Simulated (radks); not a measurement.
The phosphorus ion P+, configuration [Ne] 3s2 3p2. Method: non-relativistic Kohn-Sham, PBE, spin-polarised, spherical densities, point nucleus; open shells are filled with parallel spins first; computed with a radial shooting solver on a logarithmic mesh with Libxc functionals.

Local quantities along the radius. ELF = 1/(1 + alpha^2) is the electron localisation function; alpha = (tau - tau_W)/tau_unif compares the Pauli kinetic energy density with that of the uniform gas (summed over spins); -r V(r) is the screened charge that the Kohn-Sham potential of spin up presents (atomic units); s = |grad rho|/(2 (3 pi^2)^(1/3) rho^(4/3)) is the reduced gradient.

| r (bohr) | ELF | alpha | -r V(r) | s |
|---|---|---|---|---|
| 0.007851 | 1.000 | 0.01084 | 14.71 | 0.4040 |
| 0.01006 | 1.000 | 0.01186 | 14.62 | 0.4128 |
| 0.01279 | 1.000 | 0.01325 | 14.50 | 0.4239 |
| 0.01639 | 1.000 | 0.01535 | 14.35 | 0.4389 |
| 0.021 | 1.000 | 0.01856 | 14.16 | 0.4587 |
| 0.0267 | 0.999 | 0.02347 | 13.92 | 0.4842 |
| 0.03421 | 0.999 | 0.03204 | 13.62 | 0.5194 |
| 0.04349 | 0.998 | 0.04708 | 13.27 | 0.5652 |
| 0.05574 | 0.994 | 0.07809 | 12.82 | 0.6291 |
| 0.07142 | 0.979 | 0.1477 | 12.29 | 0.7137 |
| 0.0908 | 0.911 | 0.3126 | 11.69 | 0.8111 |
| 0.1164 | 0.646 | 0.7409 | 10.98 | 0.8881 |
| 0.1479 | 0.302 | 1.521 | 10.19 | 0.8196 |
| 0.1895 | 0.222 | 1.873 | 9.274 | 0.5234 |
| 0.2429 | 0.422 | 1.171 | 8.360 | 0.3048 |
| 0.3088 | 0.715 | 0.6309 | 7.422 | 0.3230 |
| 0.3957 | 0.847 | 0.4249 | 6.419 | 0.4572 |
| 0.503 | 0.862 | 0.3994 | 5.490 | 0.6538 |
| 0.6446 | 0.746 | 0.5829 | 4.623 | 0.9511 |
| 0.826 | 0.275 | 1.623 | 3.870 | 1.250 |
| 1.05 | 0.091 | 3.152 | 3.174 | 0.8724 |
| 1.346 | 0.440 | 1.129 | 2.863 | 0.3980 |
| 1.711 | 0.855 | 0.4112 | 2.507 | 0.5789 |
| 2.192 | 0.875 | 0.3783 | 2.152 | 0.9761 |
| 2.809 | 0.750 | 0.5766 | 1.802 | 1.646 |
| 3.571 | 0.424 | 1.165 | 1.560 | 2.907 |
| 4.576 | 0.089 | 3.202 | 1.454 | 5.975 |
| 5.818 | 0.007 | 12.02 | 1.289 | 14.60 |
| 7.455 | 0.000 | 76.20 | 1.121 | 47.23 |

On this mesh the ELF has minima near r = 0.19, 1.1 bohr, which separate the shells, and maxima near 0.45 (0.86), 1.9 (0.89).
